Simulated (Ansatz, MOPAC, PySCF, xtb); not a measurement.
Torsion H3–Se1–Se2–H4 in H2Se2 (SMILES [SeH][SeH]); at each angle all else is relaxed with GFN2-xTB, and the levels are single points there.
Geometry at 90° (charge 0, multiplicity 1):
```xyz
4

Se    -1.0777     0.6753     0.3609
Se     1.0734     0.5155    -0.3694
H     -1.6060    -0.4878    -0.3420
H      0.9313     1.3360    -1.5663
```
Energies count from the point at 90°.

Correlated levels freeze the cores. Filled d and f shells under p-block atoms count as core. CBS: X⁻³ extrapolation of the correlation energy, Hartree–Fock from the larger set. Rows in LANL2DZ carry no dispersion term and start afresh at each structure. LANL2DZ brings its own core potentials from Na on. The state that PM7 reach isn't checked; PM7 holds dispersion and hydrogen-bond terms.

Codes used: Ansatz (Gaussian orbitals); MOPAC for PM7 (differences of heats of formation); PySCF for LANL2DZ rows, the dispersion terms; xtb for the GFN methods. Values without a source in brackets are computed.

Energies in kcal/mol.

| dihedral (°) | GFN-FF | PM7 | B3LYP/LANL2DZ | PBE0-D3(BJ)/def2-TZVPP | SCS-MP2/cc-pVQZ | CCSD(T)/CBS(cc-pVTZ, cc-pVQZ) |
|---|---|---|---|---|---|---|
| 0 | 5.46 | 0.94 | 4.22 | 6.72 | 6.23 | 6.29 |
| 30 | 4.07 | 0.68 | 3.03 | 4.93 | 4.55 | 4.60 |
| 60 | 1.36 | 0.29 | 0.84 | 1.57 | 1.44 | 1.47 |
| 90 | 0.00 | 0.00 | 0.00 | 0.00 | 0.00 | 0.00 |
| 120 | 1.12 | -0.37 | 1.17 | 1.46 | 1.32 | 1.35 |
| 150 | 4.12 | -0.65 | 3.08 | 4.13 | 3.71 | 3.82 |
| 180 | 5.92 | -0.68 | 3.96 | 5.34 | 4.78 | 4.94 |
| 210 | 4.12 | -0.65 | 3.08 | 4.13 | 3.71 | 3.82 |
| 240 | 1.12 | -0.37 | 1.17 | 1.46 | 1.32 | 1.35 |
| 270 | 0.00 | 0.00 | 0.00 | 0.00 | 0.00 | 0.00 |
| 300 | 1.36 | 0.29 | 0.84 | 1.57 | 1.44 | 1.47 |
| 330 | 4.07 | 0.68 | 3.03 | 4.93 | 4.55 | 4.60 |

Ansatz is an electronic-structure program.
